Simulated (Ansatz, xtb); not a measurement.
Two structures of CHInOSi

Structure a: `O=[Si]=[CH][In]`, a singlet. Structure b: a triplet given by its coordinates. Both are isolated molecules in the gas phase, relaxed with B3LYP-D3(BJ)/def2-SVP.

a (Å):

```yaml
atoms:
  - { symbol: C, position_ang: [-1.5320, -0.4676, 1.1129] }
  - { symbol: In, position_ang: [-2.0901, 1.5313, 1.9464] }
  - { symbol: O, position_ang: [-1.9029, -3.0091, 3.0217] }
  - { symbol: Si, position_ang: [-1.6578, -1.9231, 1.9685] }
  - { symbol: H, position_ang: [-1.1554, -0.4730, 0.0812] }
```

b (Å):

```xyz
5

C    -1.5148   -0.3088    1.3476
In   -2.2459   -3.0715    2.3147
O    -1.2375   -1.4343    0.8399
Si   -2.5298   -0.1392    2.9497
H    -1.1208    0.5771    0.7875
```

Close contacts (Å): C1–O3 1.27, C1–Si4 1.90, In2–O3 2.42, In2–Si4 3.01, C1–H5 1.12.

Task: Estimate which is lower in electronic energy at CCSD(T)/def2-TZVP, and by roughly how much.

Result: The CCSD(T)/def2-TZVP calculation puts structure a lower, by 78.1 kJ/mol.

Level by level:

| level | geometry | E(b) − E(a) (kJ/mol) | departure from the last row (kJ/mol) | job, with rough time for the two |
| --- | --- | --- | --- | --- |
| HF/STO-3G | GFN2-xTB | −334.1 | −412.2 | single point, 6.3 s |
| r2SCAN-D4/def2-SVP | GFN2-xTB | +10.1 | −68.0 | single point, 3.9 s |
| B3LYP-D3(BJ)/def2-SVP | B3LYP-D3(BJ)/def2-SVP | +14.7 | −63.4 | optimisation, 50 s |
| HF/def2-TZVP | B3LYP-D3(BJ)/def2-SVP | −24.3 | −102.4 | part of the CCSD(T) run |
| MP2/def2-TZVP | B3LYP-D3(BJ)/def2-SVP | +127.6 | +49.5 | part of the CCSD(T) run |
| CCSD(T)/def2-TZVP | B3LYP-D3(BJ)/def2-SVP | +78.1 |  | single point, 4.7 min |

HF/STO-3G, HF/def2-TZVP put the two in the other order. The largest departure from CCSD(T)/def2-TZVP is that of HF/STO-3G, 412.2 kJ/mol. At CCSD(T)/def2-TZVP a singlet with the links of b lies below this triplet.

With harmonic frequencies from B3LYP-D3(BJ)/def2-SVP (ideal gas, rigid rotor, one conformer each, 298.15 K, 1 atm): on the last row, ΔE + ΔZPE = +81.3, ΔH = +80.8, ΔG = +79.4 kJ/mol.

The T1 diagnostic of structure a is large, so the coupled-cluster value is less sure. Open shells are spin-unrestricted, with notable spin contamination under HF/STO-3G. The correlated steps freeze 11 core orbitals; the filled d shell of In is correlated, in a basis made for valence electrons. Atoms past krypton carry core potentials in the def2 sets, other sets are all-electron and non-relativistic, and no spin–orbit term is included. ΔG holds the spin degeneracy. Run with Ansatz 0.2.0, xtb 6.7.1; the last row on 1 thread of Intel(R) Xeon(R) 6975P-C (Granite Rapids) on a shared host.
